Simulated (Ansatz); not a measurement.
Ansatz results at the PBE0-D4/def2-TZVP geometry: HOMO–LUMO gap (PBE0/def2-TZVPP) 6.23 eV; LUMO energy (B3LYP/def2-TZVPP) -1.41 eV; HOMO energy (PBE0/def2-TZVPP) -7.45 eV.

Each molecule was computed in one conformer, which needn't be the lowest.

(1) Which molecule gave them?
A. `CS[SiH2]BO`
B. `CB[SiH](O)S`
C. `[SiH3]BOCS`
D. `CS[SiH2][AlH][NH2]`

## Answers

(1) C. The others give `CS[SiH2][AlH][NH2]`: 5.16, -1.45, -6.46; `CS[SiH2]BO`: 5.32, -1.60, -6.74; `CB[SiH](O)S`: 6.55, -0.64, -6.94.

B3LYP here is the variant with VWN-RPA as its local correlation; programs differ in this.
